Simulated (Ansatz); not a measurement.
Energy difference R1 + R2 → P1 + P2, each structure at its B3LYP-D3(BJ)/def2-TZVP stationary point, reached from a drawn start (curvature not checked).
R1: C3H9Al (SMILES [CH3][Al]([CH3])[CH3]), charge 0, multiplicity 1.
P1, C2H8AlN (SMILES [CH3][Al]([CH3])[NH2]) (charge 0, multiplicity 1, Z-matrix in Å and degrees):
```
Al
N 1 1.7776
H 2 1.0083 1 125.05
H 2 1.0083 3 109.90 1 180.00
C 1 1.9574 2 118.40 3 180.00
H 5 1.0924 1 112.70 2 -0.40
H 5 1.0943 6 107.52 1 122.93
H 5 1.0943 6 107.51 7 114.15
C 1 1.9574 2 118.40 3 -0.03
H 9 1.0924 1 112.69 2 0.26
H 9 1.0943 10 107.52 1 -122.93
H 9 1.0943 10 107.51 11 -114.15
```
R2: NH3 (SMILES N), charge 0, multiplicity 1.
P2, CH4 (SMILES C) (charge 0, multiplicity 1, Z-matrix in Å and degrees):
```
C
H 1 1.0892
H 1 1.0892 2 109.47
H 1 1.0892 2 109.47 3 -120.00
H 1 1.0892 2 109.47 4 -120.00
```

P less R. No zero-point or thermal terms.

Correlated levels freeze the cores.

The values were computed with Ansatz (Gaussian basis) for Hartree–Fock, density functionals and correlated methods. All values are computed, each at the level named.

Total energies in hartree:

```json
[
 {"structure": "R1", "PBE/def2-TZVPP": "-361.917614", "r2SCAN/def2-TZVPP": "-362.131135", "CCSD(T)/cc-pV(T+d)Z": "-361.532235"},
 {"structure": "P1", "PBE/def2-TZVPP": "-378.002340", "r2SCAN/def2-TZVPP": "-378.219854", "CCSD(T)/cc-pV(T+d)Z": "-377.608784"},
 {"structure": "R2", "PBE/def2-TZVPP": "-56.510610", "r2SCAN/def2-TZVPP": "-56.548531", "CCSD(T)/cc-pV(T+d)Z": "-56.473042"},
 {"structure": "P2", "PBE/def2-TZVPP": "-40.464282", "r2SCAN/def2-TZVPP": "-40.500875", "CCSD(T)/cc-pV(T+d)Z": "-40.438100"}
]
```

**Question.** Work out the reaction energy at each level in kcal/mol (1 hartree = 627.50947 kcal/mol), and say how far PBE/def2-TZVPP lies from CCSD(T)/cc-pV(T+d)Z.

**Answer.** 
- PBE/def2-TZVPP: (-378.002340) + (-40.464282) − (-361.917614) − (-56.510610) = -0.038398 hartree = -24.10 kcal/mol
- r2SCAN/def2-TZVPP: (-378.219854) + (-40.500875) − (-362.131135) − (-56.548531) = -0.041063 hartree = -25.77 kcal/mol
- CCSD(T)/cc-pV(T+d)Z: (-377.608784) + (-40.438100) − (-361.532235) − (-56.473042) = -0.041607 hartree = -26.11 kcal/mol
PBE/def2-TZVPP less CCSD(T)/cc-pV(T+d)Z: 2.01 kcal/mol. CCSD(T)/cc-pV(T+d)Z is the level counted from, the highest shown, and no exact or measured value.

Ansatz is an electronic-structure program.
